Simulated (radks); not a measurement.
Problem. These are the eigenvalues of the occupied orbitals of an atom or ion with whole-number occupations (eV). Method: scalar-relativistic Kohn-Sham, PBE, spin-polarised, spherical densities, finite nucleus; Fermi nuclear charge, rms radius of each element as measured or else 0.836 A^(1/3) + 0.57 fm; computed with a radial shooting solver on a logarithmic mesh with Libxc functionals.

| orbital | eigenvalue |
|---|---|
| 1s up | -35818.70 |
| 1s down | -35818.60 |
| 2s up | -6769.515 |
| 2s down | -6755.679 |
| 2p up | -6227.837 |
| 2p down | -6217.401 |
| 3s up | -2324.409 |
| 3s down | -2307.260 |
| 3p up | -2151.503 |
| 3p down | -2133.855 |
| 3d up | -1922.720 |
| 4f up | -897.1754 |

Which element is it, and in what charge state? The configuration may be excited. Open shells, if any, are filled with parallel spins first.

Solution. Z = 54, xenon, charge +31: Xe31+ in [Ar] 3d4 4f1. The list shows which subshells hold electrons but not how many an open one holds; the 1s level, -1316.3 hartree, gives Z - s = 51.3 by -(Z - s)^2/2, which with screening and relativity narrows Z to a few neighbours, and the depths of the outer levels then fix element, charge and occupations together.
